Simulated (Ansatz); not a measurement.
Stepwise reaction of `O[Si](O)(Cl)Cl` with hydrogen chloride, as a gas-phase model of exchange steps in deposition or etching. ΔE in kJ/mol; ΔG adds harmonic PBE0-D4 terms to CCSD(T)/CBS, at 1 bar.

Computed with Ansatz on PBE0-D4/def2-TZVP structures; ΔE is electronic, products minus reactants. CCSD(T)/CBS is the MP2 limit (def2-TZVPP, def2-QZVPP) plus CCSD(T) − MP2 in def2-TZVPP, frozen cores. This one scheme is used for every species. Functionals use def2-TZVPP. B3LYP here is the variant with VWN-RPA as its local correlation; programs differ in this. One conformer a species, not always the lowest.

| step | reaction | PBE-D4 | B3LYP-D4 | ωB97M-V | CCSD(T)/CBS | ΔG(400 K) |
| --- | --- | --- | --- | --- | --- | --- |
| 1 | `O[Si](O)(Cl)Cl` + HCl → `O[Si](Cl)(Cl)Cl` + H₂O | 9.5 | 17.8 | 17.0 | 15.1 | 19.3 |

Q: Give the row of step 2, `O[Si](Cl)(Cl)Cl` + HCl → `Cl[Si](Cl)(Cl)Cl` + H₂O. (Best estimate.)

A: Computed: 
```csv
step,reaction,PBE-D4,B3LYP-D4,ωB97M-V,CCSD(T)/CBS,ΔG(400 K)
2,`O[Si](Cl)(Cl)Cl` + HCl → `Cl[Si](Cl)(Cl)Cl` + H₂O,9.3,17.6,17.0,14.6,28.5
```

Q: By hand: ΔE of the 2 steps together at CCSD(T)/CBS.

A: (15.1) + (14.6) = 29.7 kJ/mol, or 14.8 kJ/mol a step.

In ΔE the steps differ by no more than 0.5 kJ/mol. All are uphill at CCSD(T)/CBS. ΔG lies between 19.3 and 28.5 kJ/mol a step. PBE-D4 differs from CCSD(T)/CBS by -5.6 to -5.3 kJ/mol a step. Isolated molecules leave out the surface, adducts and barriers. Largest T1 diagnostic: 0.010.
